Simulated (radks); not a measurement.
Problem. The mean radii <r> (bohr) of the occupied orbitals of an atom or ion are listed with their occupations. All-electron calculation, scalar-relativistic Kohn-Sham, PBEsol, spin-polarised, spherical densities, finite nucleus; Fermi nuclear charge, rms radius of each element as measured or else 0.836 A^(1/3) + 0.57 fm. Program: a radial shooting solver on a logarithmic mesh with Libxc functionals.

| orbital | occ. | <r> |
|---|---|---|
| 1s up | 1 | 0.02275 |
| 1s down | 1 | 0.02275 |
| 2s up | 1 | 0.09699 |
| 2s down | 1 | 0.09699 |
| 2p up | 3 | 0.08544 |
| 2p down | 3 | 0.08543 |
| 3s up | 1 | 0.2534 |
| 3s down | 1 | 0.2533 |
| 3p up | 3 | 0.2512 |
| 3p down | 3 | 0.2511 |
| 3d up | 5 | 0.2282 |
| 3d down | 5 | 0.2281 |
| 4s up | 1 | 0.5364 |
| 4s down | 1 | 0.5365 |
| 4p up | 3 | 0.5535 |
| 4p down | 3 | 0.5537 |
| 4d up | 2 | 0.5646 |

Name the element and its charge. Open shells, if any, are filled with parallel spins first.

Solution. Z = 62, samarium, charge +24: Sm24+ in [Kr] 4d2. The 1s radius gives Z: for a bare nucleus <r> = (2 gamma + 1)/(2Z) with gamma = sqrt(1 - (Z/c)^2), 0.02245 bohr for Z = 62, and screening makes it slightly larger (0.02275 here). The occupations add up to 38, and the charge is Z minus that.
